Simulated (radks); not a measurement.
Computed order of ionisation of chromium. At each step one electron was removed from each of the four highest sub-shells of the ion before, moves of one valence electron (up to charge 6) and the configuration listed by NIST were tried, and the lowest configuration was kept. All-electron calculation, scalar-relativistic Kohn-Sham, LDA (Slater exchange, Perdew-Wang correlation), spin-polarised, spherical densities, finite nucleus; Fermi nuclear charge, rms radius of each element as measured or else 0.836 A^(1/3) + 0.57 fm. Program: a radial shooting solver on a logarithmic mesh with Libxc functionals. Open shells are filled with parallel spins first.

species  lowest configuration found  NIST configuration  margin to the next tried (eV)  IE (eV)  NIST IE (eV)       kind
Cr                     [Ar] 3d5 4s1                same                          1.840    7.598         6.767       exp.
Cr+                        [Ar] 3d5                same                          1.624   17.448        16.486       exp.
Cr2+                       [Ar] 3d4                same                          6.541   32.257         30.96       exp.
Cr3+                       [Ar] 3d3                same                         12.795   49.766         49.16  semi-emp.
Cr4+                       [Ar] 3d2                same                         20.081   69.498         69.46  semi-emp.
Cr5+                       [Ar] 3d1                same                         28.212   91.147        90.635       exp.
Cr6+                           [Ar]                same                         44.534   160.52         160.3  semi-emp.
Cr7+                   [Ne] 3s2 3p5                same                         29.885   184.87         184.8  semi-emp.
Cr8+                   [Ne] 3s2 3p4                same                         30.065   209.62         209.5  semi-emp.
Cr9+                   [Ne] 3s2 3p3                same                         30.168   242.65         244.5  semi-emp.
Cr10+                  [Ne] 3s2 3p2                same                         21.487   269.94         270.8  semi-emp.
Cr11+                  [Ne] 3s2 3p1                same                         23.442   297.49           297  semi-emp.
Cr12+                      [Ne] 3s2                same                         25.976   354.30         354.7  semi-emp.
Cr13+                      [Ne] 3s1                same                         576.70   385.33        384.16  semi-emp.

Reference values: NIST Atomic Spectra Database (exp. = measured, semi-emp. = semi-empirical, theory = theoretical value adopted there). Open shells are spherical and high-spin; term and fine-structure splittings are not resolved.
